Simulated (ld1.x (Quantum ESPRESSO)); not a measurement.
## Configuration tests for Mn (PAW)

```
Element                 : manganese (Mn)
Generator               : ld1.x (Quantum ESPRESSO) 7.5
Type                    : PAW
Functional              : LDA (PZ)
Relativity              : scalar-relativistic
Frozen core             : [Ne]
Valence charge          : 15
Reference configuration : 3s2 3p6 3d5 4s1.5 4p0 (charge +0.5)
Partial waves           : 3s (bound): rcut 1.15, rcutus 1.35 bohr; 4s (bound): rcut 1.15, rcutus 1.35 bohr; 3p (bound): rcut 1.25, rcutus 1.40 bohr; 4p (bound, empty): rcut 1.25, rcutus 1.40 bohr; 3d (bound): rcut 1.55, rcutus 2.00 bohr; 3d channel at -0.2 Ry: rcut 1.55, rcutus 2.00 bohr; 4f channel at 0.05 Ry: rcut 1.75, rcutus 1.95 bohr
Local potential         : all-electron potential smoothed inside 1.70 bohr (lloc = -2)
Core correction         : a·sin(br)/r model core inside 1.14 bohr
Augmentation charge     : BESSEL, radius 0.90 bohr
```

Energies are relative to the spin-unpolarised reference configuration 3s2 3p6 3d5 4s1.5 4p0; without spin polarisation the order of configurations can differ from experiment. Spin-polarised rows fill each open shell by Hund’s rule, majority spin first.

```csv
valence configuration,charge,ΔE all-electron (eV),error AE − PS (meV)
3s2 3p6 3d5 4s2 4p0,0,-3.465,+0.3
3s2 3p6 3d4 4s2 4p1,0,4.454,+7.5
3s2 3p6 3d5 4s1 4p1,0,0.460,0.0
3s2 3p5 3d5 4s2 4p0,+1,58.429,-42
3s2 3p6 3d6 4s0 4p0,+1,3.559,-0.4
3s2 3p6 3d5 4s1.5 4p0 (spin-polarised),+0.5,-5.446,-2.7
3s2 3p6 3d5 4s2 4p0 (spin-polarised),0,-8.520,-1.6
```

Task: What are ΔE and the potential's error for 3s2 3p6 3d5 4s1 4p0?

Result: ΔE = 5.188 eV all-electron; the error (AE − PS) is -0.5 meV.

Task: What are ΔE and the potential's error for 3s2 3p6 3d5 4s0 4p0?

Result: ΔE = 21.065 eV all-electron; the error (AE − PS) is -2.3 meV.

Levels in the configuration 3s2 3p6 3d5 4s1.5 4p0 (spin-polarised):

```json
{"level": "3s up", "all-electron (eV)": "-90.749", "pseudo (eV)": "-90.743"}
{"level": "3p up", "all-electron (eV)": "-59.814", "pseudo (eV)": "-59.810"}
{"level": "3d up", "all-electron (eV)": "-12.200", "pseudo (eV)": "-12.198"}
{"level": "4s up", "all-electron (eV)": "-9.128", "pseudo (eV)": "-9.128"}
{"level": "3s down", "all-electron (eV)": "-85.907", "pseudo (eV)": "-85.907"}
{"level": "3p down", "all-electron (eV)": "-55.083", "pseudo (eV)": "-55.081"}
{"level": "4s down", "all-electron (eV)": "-7.627", "pseudo (eV)": "-7.629"}
```
